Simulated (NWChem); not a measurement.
System: hydrogen telluride (H₂Te); SMILES [TeH2]

```xyz
3

Te     0.0000     0.0000     0.0434
H      1.1785     0.0000    -1.1297
H     -1.1785     0.0000    -1.1297
```
Atoms are numbered in this order, from 1.

All runs: NWChem. The geometry was optimised at PBE0/def2-SVP. def2 effective core potentials on Te; no spin-orbit coupling. B3LYP is NWChem's, with the RPA form of VWN correlation. Ions are spin-unrestricted doublets at the neutral geometry; other ion states weren't tried.

Q: Estimate the computed values for B3LYP/def2-SVPD. Quantities: vertical ionisation energy, ΔSCF (eV); −ε(HOMO) (eV).

A: 
```json
{
 "vertical ionisation energy, ΔSCF (eV)": "9.05",
 "−ε(HOMO) (eV)": "6.33"
}
```
